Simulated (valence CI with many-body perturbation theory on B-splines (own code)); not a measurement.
Cd¹⁷⁺: key properties

Calculated by valence CI with perturbative core correlation (CI+MBPT): three valence electrons over a frozen Dirac-Fock core [Ar] 3d10, a basis of 11 s, 11 p, 10 d, 8 f, 5 g, 2 h functions for each j, with the one-electron correlation potential Σ1 (screened to all orders), the two-electron term Σ2, the three-electron term Σ3, Breit, model QED; selected single and double excitations, second order for the rest, scaled by the run's own slope (own B-spline code, finite nucleus).

No measured levels were compared; by estimate levels hold to about 250 cm⁻¹ or 0.2 % of their energy and the worst to 1 %, as in measured heavy ions of charge 2 to 7; those with d or f electrons hold less well.

Names give the largest LS component (configuration and term), which can be under half, so a name can repeat, a term be missing and a line seem to break the LS rules; names also repeat where a configuration has a term twice.

Rates and lifetimes use the calculated energies. Strong lines usually hold to 10 to 20 %, long lifetimes can be off by a factor of two.

What is the ground level?

4s2 4p 2P°_1/2, composition 98 % 4s2 4p 2P°, g = 0.664.

What is the ionisation energy?

450.54 eV; NIST lists 452.6 ± 0.3 eV (semi-empirical).

Where does the other parity begin?

At 4s 4p2 4P_1/2, 295000 cm⁻¹.

How well does LS coupling describe the low levels?

Among the lowest 20 levels the leading LS term, summed over configurations, holds 82 % on average. For single configurations the figures are 79 % in LS and 82 % in jj coupling. Terms mix most in the J = 3/2 level at 733180 cm⁻¹, where the leading one holds 34 %.

Among levels below 1981700 cm⁻¹, which E1 lines absorb most strongly from the ground level?

to 4s2 4d 2D_3/2 at 15.68 nm, f = 0.901; to 4s 4p2 2P_1/2 at 22.68 nm, f = 0.461; to 4s 4p2 2D_3/2 at 24.62 nm, f = 0.282.
